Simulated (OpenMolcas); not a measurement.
Pt2+: moving the ligands

Pt2+ with 6 ligands (fluoride) in octahedral coordination (Oh) at 2.11 Å. A charge of +0.667 e stands 2.4 Å behind each ligand. Ligand basis ANO-RCC-VDZP.

- Program: OpenMolcas
- Method: CASSCF
- Basis: ANO-RCC-VTZP [8s7p5d3f1g]
- Scalar Hamiltonian: DKH2, point nucleus
- Active space: 8 electrons in 5 orbitals (5d)
- State averaging: 2S+1 = 3 even, 10 roots; 2S+1 = 1 even, 15 roots
- Spin-orbit coupling: state interaction with AMFI integrals over the reference wave functions

Runs around this geometry, states (labels of O, the rotations of Oh). Energies in cm-1 above the lowest state or level, χT in cm3 K/mol; 10Dq and B are least-squares fits to the states below 45000 cm-1, weighted by degeneracy, with a free offset, and given where the rms deviation is under 5 % of |10Dq| (or 100 cm-1) and under 700 cm-1.

```
R (Å)  Ground state  First state of that spin   10Dq  B (rms of fit)  First gap with spin-orbit (degeneracies)  χT at 300 K  First state of another spin
 2.05           3A2                 3T2 18410  18549        776 (50)                              10449 (3, 2)        1.684                     1E 12368
 2.11           3A2                 3T2 15650  15791        786 (50)                               9858 (3, 2)        1.792                     1E 12496
  2.2           3A2                 3T2 12273  12479        796 (63)                               8514 (3, 2)        1.960                     1E 12616
```

Taking |10Dq| as R^-n, n = -ln(12479 / 18549) / ln(2.2 / 2.05) = 5.6 between the shortest and longest distance. The point-charge formula for a cubic d site gives n = 5.

Without dynamic correlation the repulsion within the d shell is too large (B by tens of per cent), so at a given field states of lower spin stand too high. Real 4d8 and 5d8 ions are as a rule square planar and diamagnetic. With metal d orbitals alone the field can be off either way by tens of per cent. Ligand-to-metal charge-transfer states are missing. With no ligand orbital active B as a rule stays too high, so bands that hang on it stand too high and its fall with covalency is understated. No measured value stands beside these numbers; the geometry is a model, was not optimised and need not be the one that this ion takes.
